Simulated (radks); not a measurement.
Results of a calculation; reference values are marked as such.
Problem. Valence configurations of the selenium ion Se2+ (all share [Ar]). Code: a radial shooting solver on a logarithmic mesh with Libxc functionals. Model: Dirac Kohn-Sham, PBEsol, spin-unpolarised, spherical densities, finite nucleus; open shells fill j = l - 1/2 first; Fermi nuclear charge, rms radius 4.14 fm. Order these by energy: 3d7 4s1 4p6; 3d10 4s1 4p3; 3d8 4s1 4p5; 3d9 4s2 4p3; 3d8 4s2 4p4; 3d9.5 4s2 4p2.5; 3d10 4p4; 3d7 4s2 4p5; 3d10 4s2 4p2; 3d10 4s1.5 4p2.5.

Solution. From the lowest, in eV above it: 3d10 4s2 4p2 0.000; 3d10 4s1.5 4p2.5 6.180; 3d10 4s1 4p3 12.395; 3d10 4p4 24.926; 3d9.5 4s2 4p2.5 26.252; 3d9 4s2 4p3 55.039; 3d8 4s2 4p4 120.50; 3d8 4s1 4p5 134.57; 3d7 4s2 4p5 196.92; 3d7 4s1 4p6 211.76. NIST lists [Ar] 3d10 4s2 4p2 as the ground configuration; this level of theory agrees among the configurations tried. The energies are those of spherical spin-averaged densities, not of single terms.
